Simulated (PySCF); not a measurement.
Ionisation energy of Ni by level of theory

Ni [Ar] 3d8 4s2 (3F) → Ni⁺ [Ar] 3d9 (2D), as a difference of total energies. Computed with PySCF 2.14 in x2c-SVPall, with the spin-free X2C one-electron Hamiltonian (Gaussian nucleus). Correlated levels: valence: [Ar] frozen. The calculations carry no spin-orbit coupling.

```json
{"method": "UHF", "ionisation energy (eV)": "8.167"}
{"method": "PBE", "ionisation energy (eV)": "7.534"}
{"method": "M06-L", "ionisation energy (eV)": "7.671"}
{"method": "MP2 (valence)", "ionisation energy (eV)": "6.702"}
{"method": "SCS-MP2 (valence)", "ionisation energy (eV)": "7.012"}
```

Task: How much does correlation contribute at MP2 (valence)?

Result: 6.702 − (8.167) = -1.465 eV, measured against UHF.

The reference lies between the lowest fine-structure levels, while these numbers refer to the centres of the terms.

Errors of the correlated levels include the incompleteness of this basis and the frozen core.

MP2 underrates the near-degeneracy of ns² with np² in the lower species.

For comparison: 7.640 eV (measured; NIST Atomic Spectra Database, ionization energies).
